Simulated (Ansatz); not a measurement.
C$_{3}$H$_{9}$AlSi (`C=[CH][AlH][CH2][SiH3]`) from Hartree–Fock to CCSD(T)

Cartesian coordinates in Å:
```
C -2.037 0.507 1.069
C -2.140 -0.241 -0.033
Al -0.572 -1.057 -0.836
C 1.159 -0.830 0.037
Si 1.959 0.821 -0.295
H -2.892 0.991 1.539
H -1.082 0.681 1.561
H -3.140 -0.351 -0.454
H -0.674 -1.878 -2.193
H 1.835 -1.616 -0.317
H 1.058 -0.942 1.123
H 1.967 1.115 -1.757
H 3.367 0.893 0.184
H 1.190 1.908 0.372
```

Total charge 0; spin multiplicity 1. The geometry is a stationary point of PBE0-D4/def2-TZVP. It is one conformer, not always the lowest. Frozen core, restricted reference, Ansatz. CBS rows extrapolate triple and quadruple zeta; past MP2 they add the triple-zeta difference.

```
     basis     HF (Eh)  MP2 corr.
def2-TZVPP  -649.73749   -0.70778
def2-QZVPP  -649.75908   -0.75417
```

**Question.** Estimate the CCSD correlation energy and the (T) correction in each basis where they were run (hartree).

**Answer.** 
```json
{"basis": "def2-TZVPP", "CCSD corr.": "-0.77077", "(T)": "-0.03175"}
{"basis": "CBS(def2)", "CCSD corr.": "-0.85152", "(T)": "as TZ"}
```
